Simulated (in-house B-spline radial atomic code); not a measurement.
Configurations of the gallium ion Ga⁸⁺, with energies counted from [Ar] (3d3/2)4 (3d5/2)1. Computed with a B-spline radial code for spherical atoms: Dirac-Hartree-Fock, average of each configuration as written, Fermi nucleus of rms radius 3.9973 fm. Energies include first-order Breit, QED and recoil terms.

Occupations are held fixed; configurations that lie above the ionisation limit could autoionise.

| configuration | E - E(ref) (eV) | highest orbital | its <r> (bohr) |
| --- | --- | --- | --- |
| [Ar] (3d5/2)5 | 2.3604 | 3d5/2 | 0.6271 |
| [Ar] (3d3/2)3 (3d5/2)1 (4f5/2)1 | 135.8 | 4f5/2 | 1.856 |
| [Ar] (3d3/2)4 (5p3/2)1 | 140.48 | 5p3/2 | 2.762 |
| [Ar] (3d5/2)4 (6g9/2)1 | 178.15 | 6g9/2 | 4.872 |
| [Ar] (3d3/2)1 (3d5/2)3 (7p3/2)1 | 179.75 | 7p3/2 | 6.196 |
| [Ne] 3s2 (3p1/2)2 (3p3/2)3 (3d3/2)4 (3d5/2)1 6s1 | 243.13 | 6s1/2 | 4.077 |
| [Ne] 3s2 (3p1/2)2 (3p3/2)3 (3d3/2)1 (3d5/2)4 7s1 | 264.27 | 7s1/2 | 5.892 |

Problem. Order these further configurations by energy, lowest first.
A. [Ne] 3s2 (3p1/2)2 (3p3/2)3 (3d3/2)4 (3d5/2)1 (4p1/2)1
B. [Ar] (3d3/2)4 7s1
C. [Ne] 3s2 (3p1/2)2 (3p3/2)3 (3d3/2)1 (3d5/2)4 (7p1/2)1
D. [Ne] 3s2 (3p1/2)2 (3p3/2)3 (3d3/2)3 (3d5/2)2 (5g9/2)1
E. [Ar] (3d5/2)4 (4d3/2)1

Solution. E (118.22 eV), A (172.15 eV), B (173.96 eV), D (247.35 eV), C (266.21 eV).

Problem. How far above the reference does [Ar] (3d5/2)4 (4p3/2)1 lie?

Solution. 93.617 eV; its least bound orbital is 4p3/2 with <r> = 1.533 bohr.

Problem. How far above the reference does [Ar] (3d3/2)3 (3d5/2)2 lie?

Solution. 1.6167 eV; its least bound orbital is 3d5/2 with <r> = 0.6282 bohr.

Problem. How far above the reference does [Ar] (3d3/2)1 (3d5/2)4 lie?

Solution. 2.797 eV; its least bound orbital is 3d3/2 with <r> = 0.6257 bohr.
